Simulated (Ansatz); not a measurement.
Sn2F4 was relaxed with PBE0-D4 (def2-SVP) in Ansatz in these states: neutral quintet, neutral singlet, neutral triplet. The geometries follow in no particular order.

In the def2 sets Sn takes a core potential; there is no spin–orbit coupling.

A:

Cartesian coordinates in Å:
```
Sn -0.230 -1.144 -1.262
Sn 0.224 1.150 1.277
F -0.716 0.852 -0.631
F 0.733 -0.835 0.634
F 1.363 -0.440 -2.147
F -1.374 0.417 2.130
```

B:

| atom | x (Å) | y (Å) | z (Å) |
| --- | --- | --- | --- |
| Sn1 | -0.6054 | -0.0899 | 1.3867 |
| Sn2 | -0.0348 | 0.0936 | -2.0106 |
| F3 | 1.4631 | -1.0957 | -1.6441 |
| F4 | 0.2953 | 1.0787 | -0.1225 |
| F5 | 0.0913 | 0.9385 | 2.9260 |
| F6 | -1.2095 | -0.9253 | -0.5354 |

C:

```xyz
6

Sn    1.128   -0.321    1.260
Sn   -1.128    0.321   -1.259
F     0.867    0.663   -0.676
F    -0.868   -0.661    0.677
F     1.034   -1.301    2.975
F    -1.033    1.299   -2.976
```

Problem. Judge from the bond lengths which geometry belongs to which state (an estimate).

Solution. A is the neutral singlet (Sn1–F3 2.149 Å, Sn2–F3 2.148 Å, Sn2–F6 1.954 Å); B is the neutral triplet (Sn1–F3 3.805 Å, Sn2–F3 1.947 Å, Sn2–F6 2.143 Å); C is the neutral quintet (Sn1–F3 2.187 Å, Sn2–F3 2.107 Å, Sn2–F6 1.978 Å).

At PBE0-D4/def2-TZVP a singlet lies 3.69 eV below the neutral triplet. At PBE0-D4/def2-TZVP a singlet lies 7.44 eV below the neutral quintet. These are the stationary points nearest to one start from a short search; other shapes may lie lower in each state.
